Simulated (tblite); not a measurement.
Record of a relaxation.

Species: C11H7NSe.
Bonds: C1–C2 (triple), C2–C3, C3–C4 (aromatic), C4–C5 (aromatic), C5–C6 (aromatic), C6–C7, C7–C8 (aromatic), C8–C9 (aromatic), C9–N10 (aromatic), N10–C11 (aromatic), C11–C12 (aromatic), C6–Se13 (aromatic), C3–Se13 (aromatic), C7–C12 (aromatic). Hydrogens: H14 on C1; H15 on C4; H16 on C5; H17 on C8; H18 on C9; H19 on C11; H20 on C12.

Computed with GFN2-xTB (tblite), gas phase: L-BFGS steps from a force-field or distance-geometry start until the largest atomic force falls under 0.01 eV/Å. 9 of its 110 geometries are shown.

Step 0: E = -900.1267 eV, largest atomic force 5.345 eV/Å
```
atom  x, y, z in Å  |  force x, y, z in eV/Å
C1      5.492   -0.516   -1.002   -3.570   0.339   0.627
C2      4.283   -0.384   -0.759    1.173  -0.325  -0.534
C3      2.869   -0.242   -0.470    0.183  -0.407  -1.055
C4      2.302    0.317    0.634    5.109   0.579   1.460
C5      0.986    0.392    0.794   -4.193   1.342   2.960
C6      0.120   -0.048   -0.147    0.947  -0.624  -0.947
C7     -1.333   -0.015   -0.123    0.534  -0.194  -0.115
C8     -2.012    0.397   -1.249   -0.855   0.246  -1.131
C9     -3.402    0.435   -1.281   -0.218  -0.497   1.631
N10    -4.106    0.071   -0.172    0.477   0.207  -0.817
C11    -3.458   -0.330    0.928   -0.085   0.407  -0.884
C12    -2.076   -0.388    0.993    0.373  -0.016   0.361
Se13    1.267   -0.751   -1.563    0.446   0.208   0.262
H14     6.513   -0.636   -1.226   -0.167   0.058   0.096
H15     3.002    0.700    1.450   -0.910  -0.449  -1.035
H16     0.546    0.861    1.748    0.684  -0.632  -1.351
H17    -1.474    0.690   -2.138    0.194   0.012  -0.061
H18    -3.935    0.762   -2.192    0.142  -0.304   0.898
H19    -4.067   -0.606    1.790    0.063   0.101  -0.376
H20    -1.523   -0.701    1.872   -0.330  -0.051   0.011
```

Step 14: E = -901.0225 eV, largest atomic force 0.200 eV/Å
```
atom  x, y, z in Å  |  force x, y, z in eV/Å
C1      5.278   -0.519   -1.013    0.060  -0.006  -0.022
C2      4.097   -0.405   -0.816   -0.070  -0.005  -0.003
C3      2.756   -0.224   -0.462    0.019   0.043   0.029
C4      2.356    0.338    0.723   -0.065  -0.019   0.001
C5      0.965    0.415    0.904   -0.066   0.008   0.001
C6      0.201   -0.055   -0.131   -0.003   0.063  -0.022
C7     -1.256   -0.041   -0.181    0.050   0.025   0.020
C8     -1.961    0.363   -1.320    0.047  -0.041   0.108
C9     -3.344    0.411   -1.261    0.035  -0.010   0.029
N10    -4.043    0.080   -0.188    0.035  -0.034   0.054
C11    -3.378   -0.316    0.886    0.031   0.019   0.017
C12    -1.997   -0.391    0.954   -0.001   0.067  -0.051
Se13    1.281   -0.699   -1.528    0.017   0.003  -0.076
H14     6.308   -0.615   -1.185   -0.025  -0.026  -0.057
H15     3.074    0.692    1.445   -0.060  -0.014   0.033
H16     0.516    0.856    1.777    0.013   0.004   0.083
H17    -1.437    0.669   -2.219    0.016  -0.094   0.105
H18    -3.930    0.743   -2.109    0.037  -0.029  -0.004
H19    -3.979   -0.579    1.747   -0.051   0.006  -0.049
H20    -1.511   -0.714    1.867   -0.018   0.042  -0.195
```

Step 27: E = -901.0485 eV, largest atomic force 0.177 eV/Å
```
atom  x, y, z in Å  |  force x, y, z in eV/Å
C1      5.245   -0.538   -1.076   -0.097   0.003  -0.016
C2      4.082   -0.378   -0.809    0.121   0.039   0.002
C3      2.756   -0.166   -0.426   -0.039   0.007  -0.013
C4      2.344    0.340    0.778    0.002   0.001   0.051
C5      0.953    0.417    0.945   -0.016  -0.011   0.070
C6      0.201   -0.005   -0.116    0.077   0.005  -0.064
C7     -1.246   -0.015   -0.170    0.038   0.006  -0.014
C8     -1.940    0.335   -1.328   -0.011  -0.002  -0.027
C9     -3.321    0.391   -1.280    0.003  -0.088  -0.016
N10    -4.018    0.087   -0.198   -0.148   0.014  -0.096
C11    -3.364   -0.295    0.885   -0.112   0.000  -0.076
C12    -1.986   -0.357    0.962   -0.053   0.008  -0.008
Se13    1.292   -0.567   -1.537    0.016  -0.046  -0.087
H14     6.253   -0.682   -1.323    0.034  -0.017  -0.023
H15     3.032    0.651    1.544    0.081  -0.016   0.003
H16     0.501    0.812    1.837   -0.021   0.014   0.105
H17    -1.392    0.569   -2.231   -0.018   0.039  -0.011
H18    -3.907    0.674   -2.148    0.062   0.004   0.059
H19    -3.993   -0.574    1.719    0.034   0.018   0.092
H20    -1.496   -0.687    1.861    0.048   0.022   0.070
```

Step 41: E = -901.0725 eV, largest atomic force 0.112 eV/Å
```
atom  x, y, z in Å  |  force x, y, z in eV/Å
C1      5.199   -0.549   -1.185    0.075  -0.016  -0.026
C2      4.088   -0.304   -0.797   -0.111   0.015   0.001
C3      2.773   -0.083   -0.382   -0.030  -0.031  -0.021
C4      2.353    0.324    0.857   -0.006  -0.037   0.011
C5      0.959    0.383    1.024    0.022  -0.018   0.019
C6      0.214    0.041   -0.076   -0.022   0.025   0.007
C7     -1.234    0.009   -0.159   -0.013   0.031   0.016
C8     -1.920    0.302   -1.340    0.007  -0.021  -0.016
C9     -3.303    0.308   -1.328    0.025  -0.011  -0.014
N10    -4.026    0.024   -0.258    0.043   0.032   0.008
C11    -3.380   -0.278    0.856   -0.013   0.041   0.048
C12    -2.001   -0.297    0.969   -0.030   0.012  -0.009
Se13    1.316   -0.410   -1.531    0.013   0.018   0.005
H14     6.174   -0.761   -1.505    0.055   0.024  -0.001
H15     3.043    0.565    1.648    0.019   0.000  -0.021
H16     0.514    0.698    1.954   -0.029  -0.010  -0.029
H17    -1.375    0.533   -2.247    0.038   0.017   0.029
H18    -3.867    0.566   -2.215    0.015  -0.043  -0.022
H19    -4.010   -0.499    1.706    0.000  -0.055   0.040
H20    -1.522   -0.559    1.900   -0.059   0.025  -0.026
```

Step 54: E = -901.0864 eV, largest atomic force 0.071 eV/Å
```
atom  x, y, z in Å  |  force x, y, z in eV/Å
C1      5.170   -0.527   -1.247    0.070   0.005  -0.013
C2      4.067   -0.289   -0.832   -0.051  -0.001  -0.009
C3      2.759   -0.079   -0.386    0.046   0.007   0.016
C4      2.366    0.262    0.883    0.006  -0.023  -0.013
C5      0.977    0.331    1.075   -0.007   0.005  -0.003
C6      0.211    0.081   -0.035   -0.009   0.024   0.010
C7     -1.234    0.071   -0.117    0.002  -0.024  -0.013
C8     -1.893    0.306   -1.325    0.018  -0.030  -0.023
C9     -3.272    0.244   -1.367   -0.007  -0.030   0.020
N10    -4.019   -0.023   -0.308   -0.029   0.004   0.030
C11    -3.403   -0.235    0.842    0.000  -0.005   0.011
C12    -2.029   -0.206    0.998    0.002   0.012   0.003
Se13    1.288   -0.303   -1.531   -0.026   0.000  -0.011
H14     6.144   -0.722   -1.587   -0.015   0.024   0.014
H15     3.078    0.459    1.668   -0.002  -0.038   0.011
H16     0.538    0.582    2.026    0.024   0.029   0.024
H17    -1.320    0.532   -2.214    0.030  -0.004  -0.059
H18    -3.809    0.401   -2.294   -0.011   0.029   0.020
H19    -4.043   -0.456    1.686   -0.036   0.014  -0.021
H20    -1.581   -0.417    1.956   -0.005   0.002   0.007
```

Step 68: E = -901.0919 eV, largest atomic force 0.035 eV/Å
```
atom  x, y, z in Å  |  force x, y, z in eV/Å
C1      5.177   -0.492   -1.254   -0.002   0.005  -0.001
C2      4.060   -0.294   -0.853    0.011   0.009   0.015
C3      2.756   -0.094   -0.395   -0.020  -0.005  -0.013
C4      2.374    0.219    0.884   -0.012   0.003   0.004
C5      0.987    0.317    1.087   -0.006  -0.004  -0.004
C6      0.208    0.097   -0.020    0.007  -0.011  -0.020
C7     -1.238    0.078   -0.108    0.003   0.021  -0.007
C8     -1.890    0.283   -1.327    0.004  -0.027  -0.014
C9     -3.270    0.223   -1.376    0.022   0.018  -0.004
N10    -4.025   -0.024   -0.317    0.021   0.002  -0.019
C11    -3.415   -0.218    0.840   -0.011   0.013  -0.003
C12    -2.042   -0.177    1.006    0.000   0.012  -0.004
Se13    1.272   -0.270   -1.533   -0.006  -0.006   0.017
H14     6.155   -0.662   -1.591    0.019   0.008  -0.008
H15     3.094    0.369    1.672   -0.009   0.002   0.004
H16     0.572    0.576    2.047   -0.012  -0.031  -0.011
H17    -1.309    0.487   -2.220   -0.025  -0.006   0.004
H18    -3.802    0.378   -2.307    0.007  -0.007   0.034
H19    -4.066   -0.426    1.679   -0.006   0.008   0.017
H20    -1.604   -0.361    1.974    0.014  -0.003   0.009
```

Step 82: E = -901.0995 eV, largest atomic force 0.070 eV/Å
```
atom  x, y, z in Å  |  force x, y, z in eV/Å
C1      5.188   -0.364   -1.286   -0.033   0.011   0.020
C2      4.069   -0.247   -0.858    0.042   0.007   0.007
C3      2.760   -0.114   -0.386    0.013   0.006   0.004
C4      2.367    0.097    0.912    0.021  -0.014  -0.046
C5      0.979    0.187    1.104    0.009  -0.014  -0.001
C6      0.208    0.065   -0.025    0.008  -0.019   0.046
C7     -1.236    0.080   -0.115   -0.010  -0.029   0.019
C8     -1.885    0.202   -1.347    0.019  -0.014   0.019
C9     -3.266    0.179   -1.389   -0.010  -0.023  -0.001
N10    -4.026    0.019   -0.318    0.019   0.014   0.016
C11    -3.420   -0.100    0.851    0.000   0.006   0.000
C12    -2.047   -0.063    1.016   -0.004   0.033   0.011
Se13    1.287   -0.207   -1.546    0.001   0.026  -0.011
H14     6.171   -0.460   -1.643   -0.029  -0.003   0.013
H15     3.079    0.180    1.718   -0.031   0.003  -0.032
H16     0.554    0.353    2.080    0.009   0.017   0.003
H17    -1.305    0.313   -2.255    0.004   0.014  -0.009
H18    -3.794    0.283   -2.327   -0.014  -0.004  -0.015
H19    -4.076   -0.242    1.701    0.019   0.033  -0.002
H20    -1.614   -0.151    2.001   -0.032  -0.048  -0.040
```

Step 95: E = -901.1051 eV, largest atomic force 0.031 eV/Å
```
atom  x, y, z in Å  |  force x, y, z in eV/Å
C1      5.198   -0.255   -1.292    0.023   0.004  -0.007
C2      4.075   -0.195   -0.865   -0.023   0.013   0.016
C3      2.763   -0.115   -0.393   -0.009   0.004  -0.014
C4      2.366    0.004    0.914    0.007   0.017   0.000
C5      0.978    0.075    1.112    0.003   0.009   0.012
C6      0.207    0.018   -0.023   -0.006  -0.015  -0.003
C7     -1.237    0.050   -0.115    0.004  -0.001  -0.011
C8     -1.884    0.128   -1.352    0.003   0.002  -0.006
C9     -3.265    0.138   -1.395    0.007  -0.003  -0.006
N10    -4.029    0.086   -0.316   -0.006   0.011  -0.008
C11    -3.426    0.020    0.858   -0.006   0.009  -0.004
C12    -2.053   -0.007    1.020    0.002   0.003  -0.004
Se13    1.292   -0.143   -1.558   -0.017  -0.003  -0.006
H14     6.183   -0.302   -1.649    0.009  -0.012   0.002
H15     3.073    0.045    1.726    0.014  -0.006   0.001
H16     0.558    0.183    2.098   -0.005  -0.013  -0.010
H17    -1.304    0.183   -2.267    0.003  -0.015   0.023
H18    -3.791    0.190   -2.340    0.000   0.006   0.015
H19    -4.081   -0.015    1.719   -0.014  -0.014  -0.003
H20    -1.629   -0.078    2.008    0.011   0.002   0.014
```

Step 109: E = -901.1064 eV, largest atomic force 0.009 eV/Å
```
atom  x, y, z in Å  |  force x, y, z in eV/Å
C1      5.200   -0.206   -1.297    0.003   0.002   0.002
C2      4.074   -0.156   -0.873    0.003  -0.005   0.002
C3      2.761   -0.099   -0.399    0.000   0.004   0.001
C4      2.367   -0.029    0.912    0.002  -0.004  -0.004
C5      0.979    0.020    1.117    0.000  -0.002  -0.003
C6      0.205   -0.007   -0.017    0.004   0.002  -0.004
C7     -1.238    0.035   -0.109    0.000   0.000   0.007
C8     -1.881    0.085   -1.349   -0.004  -0.006   0.004
C9     -3.261    0.126   -1.399   -0.004  -0.001   0.000
N10    -4.029    0.122   -0.321    0.003  -0.002   0.007
C11    -3.430    0.072    0.857    0.001   0.001   0.001
C12    -2.058    0.027    1.025    0.002  -0.003   0.001
Se13    1.288   -0.106   -1.560   -0.009   0.002   0.000
H14     6.186   -0.247   -1.651   -0.005  -0.001   0.003
H15     3.079   -0.013    1.721    0.005   0.002   0.006
H16     0.560    0.082    2.107    0.000   0.000   0.001
H17    -1.295    0.091   -2.261   -0.003   0.004  -0.004
H18    -3.784    0.165   -2.345    0.000   0.002  -0.006
H19    -4.091    0.068    1.715    0.003   0.000  -0.005
H20    -1.638   -0.019    2.017   -0.001   0.004  -0.006
```

Task: Summarise the path.

Result: The energy falls by 0.9797 eV from step 0 to step 109; nine tenths of that is first reached at step 12. It falls at every step. The largest force goes from 5.345 to 0.009 eV/Å. Among the bonds C3–Se13 changes most, from 2.005 to 1.876 Å; the atoms move by 0.522 Å rms after alignment.

Task: Follow the three bonds and two angles with the largest change from start to end.

Result: 
| step | E above end (eV) | largest force (eV/Å) | C3–Se13 (Å) | C4–C5 (Å) | C5–H16 (Å) | C4–C3–Se13 (°) | C2–C3–Se13 (°) |
| --- | --- | --- | --- | --- | --- | --- | --- |
| 0 | 0.9797 | 5.345 | 2.005 | 1.328 | 1.151 | 102.3 | 130.2 |
| 5 | 0.2374 | 1.951 | 1.915 | 1.406 | 1.074 | 107.2 | 128.7 |
| 9 | 0.1274 | 0.461 | 1.891 | 1.407 | 1.077 | 110.9 | 124.6 |
| 14 | 0.0839 | 0.200 | 1.881 | 1.405 | 1.076 | 111.4 | 125.2 |
| 19 | 0.0745 | 0.081 | 1.882 | 1.404 | 1.078 | 111.5 | 124.7 |
| 24 | 0.0666 | 0.143 | 1.880 | 1.403 | 1.076 | 111.8 | 123.8 |
| 28 | 0.0545 | 0.172 | 1.883 | 1.403 | 1.076 | 111.2 | 122.7 |
| 33 | 0.0435 | 0.130 | 1.883 | 1.406 | 1.079 | 111.6 | 121.9 |
| 38 | 0.0380 | 0.170 | 1.884 | 1.406 | 1.077 | 111.5 | 121.3 |
| 43 | 0.0321 | 0.132 | 1.881 | 1.404 | 1.077 | 111.5 | 121.4 |
| 47 | 0.0262 | 0.069 | 1.881 | 1.405 | 1.078 | 111.4 | 121.1 |
| 52 | 0.0213 | 0.077 | 1.881 | 1.405 | 1.076 | 111.6 | 121.1 |
| 57 | 0.0179 | 0.055 | 1.879 | 1.405 | 1.078 | 111.5 | 121.6 |
| 62 | 0.0155 | 0.031 | 1.878 | 1.405 | 1.077 | 111.5 | 121.7 |
| 66 | 0.0149 | 0.025 | 1.878 | 1.405 | 1.078 | 111.5 | 121.7 |
| 71 | 0.0133 | 0.059 | 1.877 | 1.405 | 1.077 | 111.6 | 121.9 |
| 76 | 0.0095 | 0.050 | 1.879 | 1.404 | 1.077 | 111.5 | 121.9 |
| 81 | 0.0073 | 0.052 | 1.877 | 1.404 | 1.076 | 111.5 | 121.5 |
| 85 | 0.0053 | 0.052 | 1.879 | 1.404 | 1.077 | 111.5 | 121.6 |
| 90 | 0.0026 | 0.050 | 1.878 | 1.404 | 1.077 | 111.5 | 121.9 |
| 95 | 0.0013 | 0.031 | 1.877 | 1.404 | 1.077 | 111.4 | 121.7 |
| 100 | 0.0007 | 0.018 | 1.878 | 1.404 | 1.077 | 111.5 | 121.9 |
| 104 | 0.0005 | 0.024 | 1.877 | 1.404 | 1.077 | 111.5 | 121.9 |
| 109 | 0.0000 | 0.009 | 1.876 | 1.404 | 1.077 | 111.5 | 121.9 |

The cost below is that of the whole relaxation. On one thread, Intel Xeon Platinum 8375C at 2.90 GHz (x86_64), on a shared host, this took 1.9 s.
